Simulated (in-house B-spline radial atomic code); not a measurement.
A run on Er (an excited or competing configuration) that did not converge. Method: scalar-relativistic (X2C) wB97X, spin-polarised, spherical fractional occupations, Fermi nucleus of rms radius 5.2516 fm; computed with a B-spline radial code for spherical atoms.

Command:
```bash
python run_scf.py task.json out
```
Settings (nuclear radius in fm, mass in u):
```
Z                68
configuration    [Xe] 4f12 6s1 6d1
hamiltonian      x2c
method           wb97x
spin_polarised   True
nucleus          fermi
rms_radius       5.2516
atomic_mass      165.9303
speed_of_light   137.035999084
```

First and last ten iterations of the last attempt (damped for 15 steps, keeping 80 % of the old Fock matrix, then DIIS):
```
 iter        energy (Eh)    residual
    1      -13085.412110    5.06e-01
    2      -13086.140100    8.83e-02
    3      -13086.198069    6.12e-02
    4      -13086.226498    4.34e-02
    5      -13086.241092    3.11e-02
    6      -13086.248730    2.24e-02
    7      -13086.253189    1.62e-02
    8      -13086.255531    1.18e-02
    9      -13086.256751    8.54e-03
   10      -13086.257415    6.22e-03
  111      -13086.259219    1.35e-03
  112      -13086.259206    1.36e-03
  113      -13086.259208    1.15e-03
  114      -13086.259177    1.29e-03
  115      -13086.259150    1.22e-03
  116      -13086.259079    1.46e-03
  117      -13086.259092    8.31e-04
  118      -13086.259068    1.34e-03
  119      -13086.259094    1.23e-03
  120      -13086.258867    1.29e-03
 not converged after 120 iterations
```

The smallest residual met was 3.8e-04; the threshold is about 7e-07. No energy from this run should be used. Run time, properties included: 46 s on 1 thread of Arm Neoverse V2, on a shared host.
